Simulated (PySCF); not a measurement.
Structure problem from calculated spectra and properties.

Formula: C2H11BN2.

| Quantity | Value |
| --- | --- |
| Polarisability | 65.5 au [B3LYP/def2-SVPD] |
| Triplet | lowest triplet excitation (Tamm–Dancoff): 4.37 eV [TDA B3LYP/def2-SVPD] |
| Rotational structure | rotational constants A, B, C: 13.827, 2.066, 2.008 GHz [PBE0-D3(BJ)/def2-SVP] |
| Couplings | largest of the computed one-bond spin–spin couplings (means over like bonds): 13C–1H +144.5 (×3), 13C–1H +135.1 (×3), 11B–1H +111.8 (×2), 15N–1H -76.6, 15N–1H -72.1 (×2), 15N–11B -24.2, 15N–13C -9.2, 15N–13C -6.8 Hz [B3LYP/pcJ-1, spin–dipole term left out for some pairs] |
| XPS | B1s 194.1, C1s 290.7, C1s 292.3, N1s 403.3, N1s 406.9 eV [ΔSCF SCAN, pcX-2 on the ionised atom, pcseg-1 elsewhere, spin-free X2C] |
| UV, strongest line | among the 10 lowest singlet transitions: S4 at 5.83 eV (213 nm, f = 0.050) [TDDFT B3LYP/def2-SVPD] |
| Valence photoelectron | vertical ionisation energy: 7.76 eV [ΔSCF B3LYP/def2-SVPD] |
| UV, first state | lowest singlet excitation: 4.54 eV (273 nm, f = 0.022) [TDDFT B3LYP/def2-SVPD] |

Electronic properties: PySCF, gas phase, density fitting. Levels stand in brackets. The structure is a single PBE0-D3(BJ)/def2-SVP conformer in the gas phase; no vibrational or solvent corrections.

Question: Propose a structure and show how it fits.

Answer: Numbering: `[CH3:1][NH:2][BH2-:3][NH2+:4][CH3:5]`. The couplings run between: +144.5 Hz, N-methyl carbon [C5] and its hydrogen (with 2 like pairs); +135.1 Hz, N-methyl carbon [C1] and its hydrogen (with 2 like pairs); +111.8 Hz, four-coordinate boron [B3] and its hydrogen (with 1 like pair); -76.6 Hz, boron-bound nitrogen [N2] and its hydrogen; -72.1 Hz, nitrogen bonded to B, C and 2 H [N4] and its hydrogen (with 1 like pair); -24.2 Hz, boron-bound nitrogen [N2] and four-coordinate boron [B3]; -9.2 Hz, boron-bound nitrogen [N2] and N-methyl carbon [C1]; -6.8 Hz, nitrogen bonded to B, C and 2 H [N4] and N-methyl carbon [C5]. The core levels belong to: B1s 194.1 eV, four-coordinate boron [B3]; C1s 290.7 eV, N-methyl carbon [C1]; C1s 292.3 eV, N-methyl carbon [C5]; N1s 403.3 eV, boron-bound nitrogen [N2]; N1s 406.9 eV, nitrogen bonded to B, C and 2 H [N4]. The first electron is taken from the HOMO, whose largest Löwdin shares are 0.57 on the boron-bound nitrogen, 0.11 on an N-methyl carbon, 0.08 on the four-coordinate boron and 0.06 on a methyl hydrogen. The optimised geometry has point group C1 and is an asymmetric top. Structure: `CN[BH2-][NH2+]C`. Computed isomers that give other values at the same levels: `C[NH+](C)[BH2-]N` (rotational constant A: 7.722 GHz; this holds for the one conformer computed); `[BH3-][NH2+]CCN` (core binding energies: B1s 193.6, C1s 292.2, C1s 292.4, N1s 405.8, N1s 407.4 eV). The assignments are read from this structure; whether some other isomer fits the data as well wasn't checked.

The values belong to the conformer `[CH3:1][NH:2][BH2-:3][NH2+:4][CH3:5]`: C1–N2–B3–N4 103°, N2–B3–N4–C5 -179°.
